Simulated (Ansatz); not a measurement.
Sb2, charge +1, doublet (typed; the unrestricted solution is spin-contaminated), at a GFN2-xTB geometry (a state made from the parent by changing its charge; the spin is typed, not shown lowest) (all electrons, no relativity); BHLYP/STO-3G (Ansatz, a quantum-chemistry and plane-wave program).

Here is a job for Ansatz.
Ansatz 0.2 input:
```yaml
crystal:
  periodic: [false, false, false]
  atoms:
    - {symbol: Sb, position_ang: [-0.00000000, -0.00000000, -1.34486088]}
    - {symbol: Sb, position_ang: [0.00000000, 0.00000000, 1.34486088]}
basis:
  gaussian:
    orbitals: STO-3G
hamiltonian:
  xc: {name: BHLYP}
total_charge: 1
magnetization: {spin_polarized: true, initial_magnetization: 1}
```

What the program printed (banner, timings and long lists left out):

```
Functional definition: BHLYP
528 factors; integrals over basis functions are off by at most 1.2e-5 eV
mean field evaluation 1: about -340332.9341 eV, gradient 8.2e-1 eV
mean field evaluation 2: about -340332.9435 eV, gradient 1.0e-1 eV
mean field evaluation 4: about -340332.9544 eV, gradient 2.0e-2 eV
mean field evaluation 8: about -340332.9544 eV, gradient 4.3e-4 eV
mean field evaluation 16: about -340333.0845 eV, gradient 1.4e-2 eV
mean field evaluation 32: about -340333.0460 eV, gradient 1.2e0 eV
mean field -340333.08454688 eV, -12507.0101710478 hartree, gradient 9.1e-6 eV, S^2 1.213845; 8 other end points of the search recorded, 0 dependent functions left out
reference -340333.08465505 eV, -12507.0101750230 hartree; 51, 50 occupied and 3, 4 virtual orbitals, 528 factors
Total energy: -340333.08465505 eV, -12507.0101750230 hartree
```
